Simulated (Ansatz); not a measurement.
Compare A (`BC(C)CC`) with its isomer B (`CBC(C)C`).

Gas-phase electronic energies from Ansatz, PBE0-D4/def2-TZVP geometries. CBS: MP2 limit from def2 TZ/QZ plus the TZ coupled-cluster correction, frozen cores. DFT in def2-TZVPP. One conformer a species, not always the lowest.

Which isomer does CCSD(T)/CBS put lower? Give the gap. (An estimate is asked.)

Computed: B, by 49.8 kJ/mol.

Give E(B) − E(A) in kJ/mol with B2PLYP, CCSD(T)/def2-SVP, ωB97M-V, HF/def2-TZVPP, CCSD/def2-TZVPP, LDA (SPW92), PBE0-D4. (An estimate is asked.)

Ansatz gave: B2PLYP -52.0, CCSD(T)/def2-SVP -46.0, ωB97M-V -53.0, HF/def2-TZVPP -47.0, CCSD/def2-TZVPP -48.8, LDA (SPW92) -57.7, PBE0-D4 -54.4. None reverses the order clearly.

Does the order hold for the free energy at 298.15 K (harmonic terms from PBE0-D4)? (Estimate.)

Computed: Yes: G(B) − G(A) = -55.5 kJ/mol, for one conformer each. Modes under 60 cm⁻¹, often nearly free rotors, make the harmonic entropy too high.

Largest T1 diagnostic: 0.009.

At CCSD(T), def2-SVP lies +3.8 kJ/mol from the extrapolated value and def2-TZVPP +1.1 kJ/mol. From BLYP to BHLYP (50 % exact exchange), in def2-TZVPP and without D4, E(B) − E(A) moves by +3.2 kJ/mol.
